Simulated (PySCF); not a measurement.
BH6Sb.
SMILES with atom numbers: `[BH3-:1][SbH3+:2]` (hydrogens: H3, H4, H5 on B1; H6, H7, H8 on Sb2)

Method: PBE0-D3(BJ)/def2-SVP geometry optimisation, gas phase, def2 core potentials past Kr (PySCF 2.14.0); density fitting, grid level 1; the optimiser is geomeTRIC in internal coordinates, started from a GFN2-xTB structure with every atom displaced at random (about 0.01 Å).

Geometry at step 1:
```
atom  x, y, z in Å
B1     -1.3181   -0.1274    0.0111
Sb2     0.9527   -0.0636   -0.0458
H3     -1.5905    0.1045   -1.1473
H4     -1.5479    0.7663    0.8042
H5     -1.5307   -1.2694    0.3988
H6      1.8793   -0.2670    1.3782
H7      1.8591   -1.1034   -1.0515
H8      1.6497    1.4002   -0.5557
```

Problem. What forces act on the atoms?

Solution. 
```tsv
atom	Fx (eV/Å)	Fy (eV/Å)	Fz (eV/Å)
B1	0.002	-0.270	0.164
Sb2	0.082	0.019	0.040
H3	0.005	0.022	-0.126
H4	0.012	0.015	0.031
H5	0.002	0.161	-0.042
H6	-0.096	0.011	-0.158
H7	-0.062	0.071	0.081
H8	0.054	-0.030	0.010
```

The largest, 0.32 eV/Å, acts on B1; the rms over all components is 0.093 eV/Å. The forces sum to zero within rounding, as they must for an isolated molecule in no field.

Problem. Give the force on B1 in Eh/bohr and in nN.

Solution. 0.316 eV/Å ÷ 51.422 = 0.00615 Eh/bohr, and 0.316 eV/Å × 1.602 = 0.51 nN.

Problem. How far is this geometry from the end of the optimisation?

Solution. 0.006 eV above it, and 0.036 Å rms away after alignment. The bonds farthest from their final lengths, with half the difference of the two atoms' forces along the bond (positive lengthens):

| bond | now (Å) | final (Å) | force along bond (eV/Å) |
| --- | --- | --- | --- |
| Sb2–H6 | 1.711 | 1.700 | -0.13 |
| Sb2–H7 | 1.707 | 1.700 | -0.07 |
| B1–H5 | 1.225 | 1.217 | -0.23 |
| B1–H3 | 1.212 | 1.218 | +0.17 |
| B1–Sb2 | 2.272 | 2.270 | +0.05 |

The angle farthest from its final value is B1–Sb2–H8, 116.2° against 120.0°.

What follows is the cost of the whole optimisation. The run took 12 s of wall time on one thread, Intel Xeon Platinum 8488C (x86_64) (shared host), and the process peaked at 0.31 GiB of memory.
